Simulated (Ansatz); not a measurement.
Total energies of CH₄SeSn (`[CH2]1[Se][SnH2]1`).

Cartesian coordinates in Å:
```
C -0.372 -0.418 0.926
Se 0.709 1.232 1.269
Sn 0.259 0.242 -0.980
H -1.419 -0.300 1.184
H 0.084 -1.315 1.330
H -0.819 1.082 -1.980
H 1.559 -0.524 -1.749
```

Charge 0, multiplicity 1. Correlated methods include outer-core shells of Se, Sn, which these sets cover unevenly. Scalar relativity is left out up to krypton. Sn: def2 effective core potential. Geometry: relaxed with PBE0-D4/def2-TZVP. Basis def2-TZVPP, the Gaussian-basis code of Ansatz.

RPA on PBE orbitals: Hartree–Fock energy of these orbitals -2653.32364 Eh, correlation -1.17244 Eh (frozen core).

| functional | energy without D4 (Eh) | D4 term (kJ/mol) |
| --- | --- | --- |
| BLYP | -2656.30861 | -34.3 |
| CAM-B3LYP | -2656.43129 | -13.9 |

Task: Give the same for LDA (SPW92), PBE, revPBE, r2SCAN, B97M-V, PBE0, B3LYP, r2SCANh, r2SCAN0, HSE06 (plane-wave form), BHLYP, LC-ωPBE, ωB97X-V, ωB97M-V, B2PLYP, PBE-QIDH. (Best estimate.)

Result: The calculation gave: 
```json
{"functional": "LDA (SPW92)", "energy without D4 (Eh)": "-2652.21076", "D4 term (kJ/mol)": "–"}
{"functional": "PBE", "energy without D4 (Eh)": "-2655.93371", "D4 term (kJ/mol)": "-15.9"}
{"functional": "revPBE", "energy without D4 (Eh)": "-2656.19139", "D4 term (kJ/mol)": "-41.1"}
{"functional": "r2SCAN", "energy without D4 (Eh)": "-2656.39893", "D4 term (kJ/mol)": "-3.4"}
{"functional": "B97M-V", "energy without D4 (Eh)": "-2655.92049", "D4 term (kJ/mol)": "–"}
{"functional": "PBE0", "energy without D4 (Eh)": "-2656.02673", "D4 term (kJ/mol)": "-13.4"}
{"functional": "B3LYP", "energy without D4 (Eh)": "-2656.46414", "D4 term (kJ/mol)": "-26.3"}
{"functional": "r2SCANh", "energy without D4 (Eh)": "-2656.38243", "D4 term (kJ/mol)": "-3.7"}
{"functional": "r2SCAN0", "energy without D4 (Eh)": "-2656.35888", "D4 term (kJ/mol)": "-4.2"}
{"functional": "HSE06 (plane-wave form)", "energy without D4 (Eh)": "-2656.02560", "D4 term (kJ/mol)": "-12.7"}
{"functional": "BHLYP", "energy without D4 (Eh)": "-2656.23834", "D4 term (kJ/mol)": "-24.1"}
{"functional": "LC-ωPBE", "energy without D4 (Eh)": "-2656.03145", "D4 term (kJ/mol)": "–"}
{"functional": "ωB97X-V", "energy without D4 (Eh)": "-2656.10138", "D4 term (kJ/mol)": "–"}
{"functional": "ωB97M-V", "energy without D4 (Eh)": "-2656.14231", "D4 term (kJ/mol)": "–"}
{"functional": "B2PLYP", "energy without D4 (Eh)": "-2655.72541", "D4 term (kJ/mol)": "–"}
{"functional": "PBE-QIDH", "energy without D4 (Eh)": "-2655.50789", "D4 term (kJ/mol)": "–"}
```

B3LYP takes the VWN-RPA correlation (the form of Gaussian; ORCA's B3LYP/G). HSE06 is the plane-wave form, built on full-range PBE exchange. The double hybrids freeze the cores in their second-order part.

LC-ωPBE has ω = 0.4 bohr⁻¹.
